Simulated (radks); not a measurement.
The bromine anion Br-, [Kr], held by a Watson sphere: a shell of charge +1 at radius R that stands for the Madelung well of a crystal (potential energy -1/R inside, -1/r outside, in hartree with lengths in bohr). All-electron calculation, scalar-relativistic Kohn-Sham, LDA (Slater exchange, Perdew-Wang correlation), spin-unpolarised, spherical densities, finite nucleus; Fermi nuclear charge, rms radius of each element as measured or else 0.836 A^(1/3) + 0.57 fm. Program: a radial shooting solver on a logarithmic mesh with Libxc functionals. Response by self-consistent Sternheimer equations with the Hartree and adiabatic LDA kernel, the relativistic mass of each level held fixed and spin-orbit coupling left out. The sphere does not respond.

R (bohr)  e(3d) (eV)  e(4s) (eV)  e(4p) (eV)  <r> 4p (bohr)  sum of <r^2> (bohr^2)  X-ray form factor at sin(theta)/lambda = 0.2 1/angstrom  alpha (bohr^3)
2.24         -65.825     -20.462      -8.455          2.125                  46.06                                                   27.896           24.56
2.66         -65.414     -19.762      -7.913          2.174                  47.80                                                   27.818           27.95
2.85         -65.232     -19.469      -7.659          2.193                  48.50                                                   27.795           29.58
3.11         -64.976     -19.090      -7.313          2.216                  49.37                                                   27.772           31.87
3.23         -64.856     -18.924      -7.156          2.226                  49.73                                                   27.764           32.93
4.2          -63.895     -17.753      -6.001          2.279                  51.96                                                   27.737           41.17
4.52         -63.599     -17.427      -5.672          2.290                  52.46                                                   27.735           43.60
